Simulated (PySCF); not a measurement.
**Electron correlation in Be (beryllium, neutral)**

[He] 2s1 2p1, high-spin 3P determinant (an excited configuration). Computed with PySCF 2.14 in def2-TZVPPD, with the non-relativistic Hamiltonian (point nucleus). Frozen: 1s2; 2 electrons correlated.

With two correlated electrons CCSD is exact within the correlated space (frozen core and kept virtual orbitals).

| level | correlation energy (mhartree) |
| --- | --- |
| CCSD | -4.20 |

Diagnostics: T1 = 0.0031, D1 = 0.0046, largest double amplitude 0.035.

Cost of the coupled-cluster step: about 0.16 core-seconds, for 2 correlated electrons.
